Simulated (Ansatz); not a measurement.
C2H8Si2, SMILES `CC[SiH]=[SiH2]` (C–C–Si–Si torsion 20°) (charge 0, multiplicity 1).

Cartesian coordinates (Å):
SMILES: CC[SiH]=[SiH2]
```xyz
12

C     -0.6402    -1.2877     0.7326
C     -1.2108     0.0865     0.3690
Si    -0.0510     1.1487    -0.6680
Si     2.0790     0.7900    -0.7671
H     -1.3641    -1.8766     1.2987
H      0.2602    -1.1909     1.3414
H     -0.3724    -1.8561    -0.1598
H     -1.4706     0.6477     1.2714
H     -2.1447    -0.0246    -0.1920
H     -0.5315     2.5417    -0.8326
H      2.5691    -0.6050    -0.7033
H      2.8771     1.6263    -1.6903
```
Charge 0, spin multiplicity 1.

Frozen-core energies in 6-31g from Ansatz (an electronic-structure program) at a geometry from B3LYP-D3(BJ)/def2-TZVP; the HF reference has <S^2> = 0.00 (restricted, and unstable towards unrestricted orbitals) and the T1 diagnostic is 0.012.

```tsv
level	energy (Ha)
HF	-658.05625
MP2	-658.35294
CCSD	-658.41055
CCSD(T)	-658.41940
```

Question: Estimate the energies of CCSDT and CCSDT(Q), and give each level's difference from CCSDT(Q).

Answer: 
```json
[
 {"level": "MP2", "energy (Ha)": "-658.35294", "difference from CCSDT(Q) (mHa)": "68.18"},
 {"level": "CCSD", "energy (Ha)": "-658.41055", "difference from CCSDT(Q) (mHa)": "10.56"},
 {"level": "CCSD(T)", "energy (Ha)": "-658.41940", "difference from CCSDT(Q) (mHa)": "1.71"},
 {"level": "CCSDT", "energy (Ha)": "-658.42046", "difference from CCSDT(Q) (mHa)": "0.65"},
 {"level": "CCSDT(Q)", "energy (Ha)": "-658.42111", "difference from CCSDT(Q) (mHa)": "0.00"}
]
```
